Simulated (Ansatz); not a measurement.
Reaction (substitution at a C–C bond): `OCC1OCCCO1` + `[AsH3]` → `OC[AsH2]` + `C1COCOC1`

Gas-phase electronic energies from Ansatz, PBE0-D4/def2-TZVP geometries. CCSD(T)/CBS adds triple-zeta CCSD(T) − MP2 to the extrapolated MP2 energy (def2 sets, frozen cores). For As outer-core shells are correlated without core-valence functions, which leaves a few kJ/mol of doubt a bond. Scalar relativity is left out up to krypton. Each species was taken in one conformer, which may not be the lowest.

| species | CCSD(T)/CBS(def2) energy (Eh) |
| --- | --- |
| `OCC1OCCCO1` | -421.77811 |
| `[AsH3]` | -2236.79077 |
| `OC[AsH2]` | -2351.21112 |
| `C1COCOC1` | -307.34899 |

Problem. Work out ΔE.

Solution. ΔE = (-2351.21112) + (-307.34899) − (-421.77811) − (-2236.79077) = 0.00877 Eh = +23.0 kJ/mol.

Largest T1 diagnostic among the species: 0.011.

From PBE to PBE0 (25 % exact exchange), in def2-TZVPP and without D4, ΔE moves by +6.0 kJ/mol. In def2-TZVPP, CCSD(T) changes the Hartree–Fock value by −5.3 kJ/mol (the triples alone add −1.1 kJ/mol) and MP2 by −8.0 kJ/mol.
